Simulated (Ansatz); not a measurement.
Ru₂Pt. The state is a singlet with charge 0. Geometry PBE0-D4/def2-TZVP.

```xyz
3

Pt    0.788   -0.245   -1.275
Ru   -0.418   -0.891    0.817
Ru   -0.370    1.136    0.458
```

In the def2 sets Pt, Ru take a core potential; there is no spin–orbit coupling. B3LYP takes the VWN-RPA correlation. At r2SCAN-D4/def2-TZVP the restricted singlet is unstable: a solution with broken spin symmetry lies lower. The restricted singlet is unstable towards broken spin symmetry at other levels; at B3LYP-D4/def2-TZVP, PBE0-D4/def2-SVP, ωB97X-V/def2-TZVP, ωB97M-V/def2-TZVP this wasn't settled. The geometry of the singlet was relaxed on an unsound state (restricted singlet, unstable towards broken spin symmetry). At PBE0-D4/def2-TZVP a quintet of charge 0 lies 1.52 eV below the restricted singlet, each at its own geometry. The structure comes from a short search, and lower isomers may exist.

**Question.** Estimate the orbital energies around the gap (eV) in Ansatz with r2SCAN-D4/def2-TZVP, B3LYP-D4/def2-TZVP, PBE0-D4/def2-SVP, ωB97X-V/def2-TZVP, ωB97M-V/def2-TZVP.

**Answer.** 
```tsv
orbital	r2SCAN-D4/def2-TZVP	B3LYP-D4/def2-TZVP	PBE0-D4/def2-SVP	ωB97X-V/def2-TZVP	ωB97M-V/def2-TZVP
HOMO−13	-48.73	-49.93	-50.37	-52.79	-53.14
HOMO−12	-9.15	-9.79	-10.09	-12.11	-12.15
HOMO−11	-8.60	-9.27	-9.54	-11.55	-11.57
HOMO−10	-8.01	-8.74	-9.01	-11.15	-11.23
HOMO−9	-6.89	-7.49	-7.72	-9.79	-9.82
HOMO−8	-6.83	-7.41	-7.61	-9.54	-9.56
HOMO−7	-6.36	-7.10	-7.32	-9.39	-9.40
HOMO−6	-5.50	-6.24	-6.47	-8.69	-8.76
HOMO−5	-5.44	-6.05	-6.19	-8.18	-8.26
HOMO−4	-5.30	-5.96	-6.13	-7.81	-7.81
HOMO−3	-4.49	-5.23	-5.42	-7.51	-7.60
HOMO−2	-4.42	-5.18	-5.35	-7.36	-7.43
HOMO−1	-4.07	-4.98	-5.17	-7.33	-7.42
HOMO	-3.94	-4.86	-5.05	-7.21	-7.32
LUMO	-3.83	-3.12	-2.89	-0.57	-0.77
LUMO+1	-3.44	-2.75	-2.50	-0.54	-0.73
LUMO+2	-3.12	-2.74	-2.44	-0.40	-0.55
LUMO+3	-3.05	-2.44	-2.20	-0.10	-0.17
LUMO+4	-2.52	-2.37	-2.07	0.02	-0.07
LUMO+5	-1.11	-0.90	-0.62	0.88	0.61
```
